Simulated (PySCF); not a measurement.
A run for PySCF: D3(BJ) and D4 dispersion corrections on H4Si2 (SMILES [SiH][SiH3]), a point of a torsion scan.

```python
from pyscf import gto
from pyscf.dispersion import dftd3, dftd4

mol = gto.M(
    atom='''
    Si    1.53897479   -0.90097726   -0.05938432
    Si   -0.54830207    0.03698085    0.00308120
    H     2.42904274    0.30538327   -0.00133219
    H    -0.97474563    0.97885642   -1.04434690
    H    -0.92078150    0.71007386    1.25838470
    H    -1.50344315   -1.08171724   -0.11165337
    ''',
    basis='def2-svp',
    charge=0, spin=0, verbose=0, max_memory=1800)
d3, d4 = {}, {}
for xc in ['hf', 'pbe', 'blyp', 'revpbe', 'tpss', 'r2scan', 'b3lyp', 'pbe0', 'bhlyp', 'camb3lyp', 'b2plyp']:
    d3[xc] = float(dftd3.DFTD3Dispersion(mol, xc=xc, version='d3bj', atm=False).get_dispersion()['energy'])
    print(f'D3(BJ) {xc:10s} {d3[xc]:14.8f} Eh')
for xc in ['hf', 'pbe', 'blyp', 'revpbe', 'tpss', 'r2scan', 'b3lyp', 'pbe0', 'bhlyp', 'camb3lyp', 'b2plyp']:
    d4[xc] = float(dftd4.DFTD4Dispersion(mol, xc={'camb3lyp': 'cam-b3lyp'}.get(xc, xc), atm=True).get_dispersion()['energy'])
    print(f'D4     {xc:10s} {d4[xc]:14.8f} Eh')
```

It printed:

```
D3(BJ) hf            -0.03612376 Eh
D3(BJ) pbe           -0.00405583 Eh
D3(BJ) blyp          -0.00931383 Eh
D3(BJ) revpbe        -0.00980683 Eh
D3(BJ) tpss          -0.00528668 Eh
D3(BJ) r2scan        -0.00107913 Eh
D3(BJ) b3lyp         -0.00775969 Eh
D3(BJ) pbe0          -0.00367227 Eh
D3(BJ) bhlyp         -0.00673543 Eh
D3(BJ) camb3lyp      -0.00361858 Eh
D3(BJ) b2plyp        -0.00395093 Eh
D4     hf            -0.01363337 Eh
D4     pbe           -0.00395836 Eh
D4     blyp          -0.00867277 Eh
D4     revpbe        -0.01111023 Eh
D4     tpss          -0.00531818 Eh
D4     r2scan        -0.00087243 Eh
D4     b3lyp         -0.00649296 Eh
D4     pbe0          -0.00332796 Eh
D4     bhlyp         -0.00549153 Eh
D4     camb3lyp      -0.00341481 Eh
D4     b2plyp        -0.00272305 Eh
```

The run finished.

Cost: around 0.020 core-seconds (rough).
